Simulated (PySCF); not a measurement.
C₃H₆F₂Si.
Atom-mapped SMILES: `[F:1][C@@H:2]1[CH2:3][C@@H:4]([F:5])[SiH2:6]1` (hydrogens: H7 on C2; H8, H9 on C3; H10 on C4; H11, H12 on Si6)

Computed by this run: PySCF 2.14.0, PBE0-D3(BJ)/def2-SVP geometry optimisation, gas phase; density fitting, grid level 1; the optimiser is geomeTRIC in internal coordinates, started from a GFN2-xTB structure with every atom displaced at random (about 0.01 Å).

At the end of the run (lengths in Å): Si6–H11 1.492, C4–F5 1.368, C3–H8 1.103, Si6–H12 1.492, C2–Si6 1.923, C3–C4 1.539, C2–C3 1.534, F5–C4–Si6 122.1°, C3–C2–Si6 87.4°, C3–C4–F5 115.1°, F1–C2–Si6 109.7°, F1–C2–C3–C4 -83°, C2–C3–C4–F5 -151°, C3–C4–Si6–C2 21°, H10–C4–C3–C2 85°, H8–C3–C2–F1 42°.

Problem. These geometries were met on the way; a selection of coordinates is given. Order them by energy above the end point, lowest first.
A. Si6–H11 1.492, C4–F5 1.367, C3–H8 1.103, Si6–H12 1.493, C2–Si6 1.922, C3–C4 1.541, C2–C3 1.534, F5–C4–Si6 121.9°, C3–C2–Si6 87.4°, C3–C4–F5 115.0°, F1–C2–Si6 109.8°, F1–C2–C3–C4 -84°, C2–C3–C4–F5 -151°, C3–C4–Si6–C2 21°, H10–C4–C3–C2 86°, H8–C3–C2–F1 41°
B. Si6–H11 1.492, C4–F5 1.378, C3–H8 1.101, Si6–H12 1.494, C2–Si6 1.923, C3–C4 1.537, C2–C3 1.537, F5–C4–Si6 118.2°, C3–C2–Si6 88.1°, C3–C4–F5 113.2°, F1–C2–Si6 112.2°, F1–C2–C3–C4 -94°, C2–C3–C4–F5 -139°, C3–C4–Si6–C2 15°, H10–C4–C3–C2 98°, H8–C3–C2–F1 33°
C. Si6–H11 1.492, C4–F5 1.374, C3–H8 1.104, Si6–H12 1.492, C2–Si6 1.923, C3–C4 1.537, C2–C3 1.533, F5–C4–Si6 120.1°, C3–C2–Si6 86.5°, C3–C4–F5 114.5°, F1–C2–Si6 111.0°, F1–C2–C3–C4 -83°, C2–C3–C4–F5 -149°, C3–C4–Si6–C2 22°, H10–C4–C3–C2 87°, H8–C3–C2–F1 44°
D. Si6–H11 1.494, C4–F5 1.373, C3–H8 1.106, Si6–H12 1.490, C2–Si6 1.927, C3–C4 1.549, C2–C3 1.542, F5–C4–Si6 119.6°, C3–C2–Si6 88.6°, C3–C4–F5 113.6°, F1–C2–Si6 111.8°, F1–C2–C3–C4 -100°, C2–C3–C4–F5 -134°, C3–C4–Si6–C2 10°, H10–C4–C3–C2 102°, H8–C3–C2–F1 22°
E. Si6–H11 1.442, C4–F5 1.406, C3–H8 1.076, Si6–H12 1.466, C2–Si6 1.946, C3–C4 1.521, C2–C3 1.552, F5–C4–Si6 116.5°, C3–C2–Si6 91.9°, C3–C4–F5 110.9°, F1–C2–Si6 113.4°, F1–C2–C3–C4 -109°, C2–C3–C4–F5 -128°, C3–C4–Si6–C2 6°, H10–C4–C3–C2 117°, H8–C3–C2–F1 13°

Solution. A (0.000 eV), C (0.011 eV), B (0.032 eV), D (0.065 eV), E (0.275 eV).

| step | E above end (eV) | rms distance from the end, all atoms (Å) | largest force (eV/Å) | rms shift of all bonds from the end (Å) |
| --- | --- | --- | --- | --- |
| 10 | 0.000 | 0.008 | 0.064 | 0.001 |
| 7 | 0.011 | 0.049 | 0.205 | 0.002 |
| 5 | 0.032 | 0.162 | 0.336 | 0.003 |
| 1 | 0.065 | 0.291 | 0.314 | 0.006 |
| 0 | 0.275 | 0.379 | 2.362 | 0.024 |

Rows stand in the order of the answer.
